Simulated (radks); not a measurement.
Spin polarisation of the 5p4 shell in the caesium ion Cs3+. Start: [Kr] 4d10 5s2 5p(up 2, down 2); electrons of 5p are moved from spin down to spin up, other shells keep equal spins. All-electron calculation, scalar-relativistic Kohn-Sham, SCAN, spin-polarised, spherical densities, finite nucleus; meta-GGA in the generalised Kohn-Sham scheme; Fermi nuclear charge, rms radius of each element as measured or else 0.836 A^(1/3) + 0.57 fm. Program: a radial shooting solver on a logarithmic mesh with Libxc functionals.

\begin{tabular}{lrrrrr}
moment (Bohr magnetons) & E - E(0) (eV) & e(5p up) (eV) & e(5p down) (eV) & 5s down minus up (eV) & 4d down minus up (eV) \\ \hline
0 & 0.000 & -39.883 & -39.883 & 0.000 & 0.000 \\
0.5 & -0.076 & -40.171 & -39.574 & 0.620 & 0.085 \\
1 & -0.299 & -40.434 & -39.249 & 1.219 & 0.172 \\
2 & -1.189 & -40.902 & -38.533 & 2.415 & 0.350 \\
\end{tabular}

At moment 2 the spin-polarisation energy is -1.189 eV and the 5p exchange splitting 2.369 eV, that is 1.184 eV per Bohr magneton; E = -I m^2/4 would give I = 1.189 eV.
